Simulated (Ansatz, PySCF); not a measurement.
System: BiI2, charge -1, multiplicity 1. 
Geometry from a B3LYP-D3(BJ)/def2-TZVP (Ansatz, an electronic-structure program) optimisation:
```
Bi
I 1 2.9399
I 1 2.9399 2 101.91
```
Charge -1, spin multiplicity 1.

Total electronic energies in hartree. Cores are frozen in the correlated levels unless marked. No spin-orbit coupling. The frozen core is the preceding noble-gas configuration, with the filled d and f shells of earlier blocks. Past Kr the def2 sets carry scalar-relativistic core potentials. CBS(X,Y): correlation extrapolated as X^-3; Hartree-Fock from the larger set. The bracket is a focal-point correction in the basis named.

The Hartree-Fock reference is unstable (checked in the largest basis), which strains HF and MP2. 

```
level                                                                 program  energy (Eh)
-------------------------------------------------------------  --------------  -----------
HF/def2-SVP                                                            Ansatz   -807.00728
HF/def2-TZVPPD                                                         Ansatz   -807.03809
HF/def2-QZVPPD                                                         Ansatz   -807.04162
BLYP-D3(BJ)/def2-TZVPD                                         Ansatz + dftd3   -810.09422
BLYP/def2-TZVPD                                                        Ansatz   -810.08287
r2SCAN/def2-TZVPD                                                      Ansatz   -810.55200
r2SCAN-D4/def2-TZVPD                                           Ansatz + dftd4   -810.55305
B3LYP-D4/def2-TZVPD                                            Ansatz + dftd4   -810.49759
PBE0/def2-SVP                                                          Ansatz   -810.21667
PBE0-D3(BJ)/def2-TZVPD                                         Ansatz + dftd3   -810.25419
PBE0/def2-QZVPP                                                        Ansatz   -810.25247
TPSSh-D3(BJ)/def2-TZVPD                                         PySCF + dftd3   -809.98041
r2SCANh-D4/def2-TZVPD                                          Ansatz + dftd4   -810.51008
HSE06-D3(BJ)/def2-TZVPD                                        Ansatz + dftd3   -810.25095
LC-wPBE-D3(BJ)/def2-TZVPD                                      Ansatz + dftd3   -810.32219
wB97M-V/def2-TZVPD                                                     Ansatz   -810.11759
wB97X-V/def2-TZVPD                                                     Ansatz   -810.16420
B2PLYP-D3(BJ)/def2-TZVPD                                       Ansatz + dftd3   -809.34896
RI-MP2/def2-QZVPPD                                                     Ansatz   -807.46908
CCSD/def2-TZVPPD                                                       Ansatz   -807.45040
CCSD(T)/def2-SVP                                                       Ansatz   -807.30549
RI-MP2/CBS(def2-TZVPPD,def2-QZVPPD)+[CCSD(T)-MP2]/def2-SVPD            Ansatz    -807.5432
RI-MP2/CBS(def2-TZVPPD,def2-QZVPPD)+[CCSD(T)-MP2]/def2-TZVPPD          Ansatz    -807.5606
```

Totals of different functionals don't rank their quality; only differences between species are comparable.
